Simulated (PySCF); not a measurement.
# Computed structure and properties of [Y(NH2)2]+

System: [Y(NH2)2]+ (singlet); start: displaced along the imaginary mode (Cs). Method: PySCF 2.14.0, RKS PBE0, Y def2-SVP with ECP28, N def2-SVP, H def2-SVP; non-relativistic Hamiltonian with scalar-relativistic core potentials where named; density fitting; no spin-orbit coupling.

Input of the relaxation:

```python
mol = gto.M(atom='''
Y     -0.00000     0.00722    -0.30984
N      1.74821    -0.02562     0.80273
H      2.04157    -0.79110     1.46454
H      2.31593     0.82870     1.04823
N     -1.74821    -0.02562     0.80273
H     -2.31593     0.82870     1.04823
H     -2.04157    -0.79110     1.46454''',
    basis={'Y': 'def2-SVP', 'N': 'def2-SVP', 'H': 'def2-SVP'},
    ecp={'Y': 'def2-SVP'},
    charge=1, spin=0)
mf = dft.RKS(mol, xc='PBE0')
mf.grids.atom_grid = (50, 194)
mf = mf.density_fit()  # fitting sets: Y def2-universal-JKFIT, N def2-universal-JKFIT, H def2-universal-JKFIT
mf.conv_tol = 1e-08; mf.max_cycle = 55
mf.kernel(dm0)  # dm0: converged density of the start geometry
# quasi-Newton relaxation in Cartesian coordinates to a largest gradient under 0.00045 Eh/bohr, steps kept in the point group
```

Run from Python with OMP_NUM_THREADS=2; the lines above give its settings. Where DIIS fails, smearing, a level shift and second-order steps follow.
It took 49 s on 2 threads of Arm Neoverse V1 (shared host), from the converged density of the start.

Course of the relaxation:

```
step  energy above end (eV)  largest force component within the symmetry (eV/Å)
   0                 0.5275                                               1.159
   1                 0.3847                                               0.278
   2                 0.2861                                               0.680
   3                 0.2428                                               1.097
   4                 0.1580                                               0.487
   5                 0.1277                                               0.802
   6                 0.0728                                               0.311
   7                 0.0523                                               0.393
  15                 0.0008                                               0.032
  16                 0.0006                                               0.022
  17                 0.0005                                               0.020
  18                 0.0002                                               0.028
  19                 0.0001                                               0.031
  20                 0.0000                                               0.008
```
(The steps between are left out.)

Relaxed geometry (nearly C2v):

```xyz
7

Y     0.0000    0.7888   -0.1038
N     1.6436    0.0366    0.8645
H     1.5895   -0.6083    1.6564
H     2.6388    0.1929    0.6916
N    -1.6436    0.0366    0.8645
H    -2.6388    0.1929    0.6916
H    -1.5895   -0.6083    1.6564
```

```tsv
contact	Å
Y1–N2 (NH2)	2.051
Y1–N5 (NH2)	2.051
```

On the finer grid (75, 302):

```json
{
  "HOMO": "-11.65 eV",
  "LUMO": "-6.64 eV",
  "Dipole about the centre of mass": "3.39 D",
  "Set of Mulliken populations of Y1 outside the core potential": "s 2.21, p 6.17, d 1.38, f 0.10",
  "D3(BJ) dispersion energy (not in the energies)": "-0.109 eV"
}
```

```csv
atom,Mulliken (e),Löwdin (e),spin (e)
Y1,1.15,0.84,0.00
N2,-0.42,-0.13,0.00
H3,0.18,0.11,0.00
H4,0.17,0.11,0.00
N5,-0.42,-0.13,0.00
H6,0.17,0.11,0.00
H7,0.18,0.11,0.00
```

On the grid (50, 194), as all that follows. Harmonic modes: a minimum; lowest 142 cm⁻¹ (negative: unstable), highest 3608 cm⁻¹, zero-point energy 1.318 eV.

Taking off one NH2 (charge -1, singlet; the rest: singlet) in vacuum, both parts rigid, costs 17.23 eV; the small basis without counterpoise inflates it. Most of it is the attraction of opposite charges; other ways to part are cheaper, and one spin state was tried for the rest.

Rigid scan of NH2 along the line from its metal:

```tsv
distance to N2 (Å)	energy (eV)
1.75	1.437
1.85	0.555
1.95	0.121
2.05	0.000
2.15	0.093
2.25	0.327
2.45	1.033
2.75	2.278
3.15	3.791
3.65	5.165
```

One start shape was tried, so this needn't be the lowest isomer.
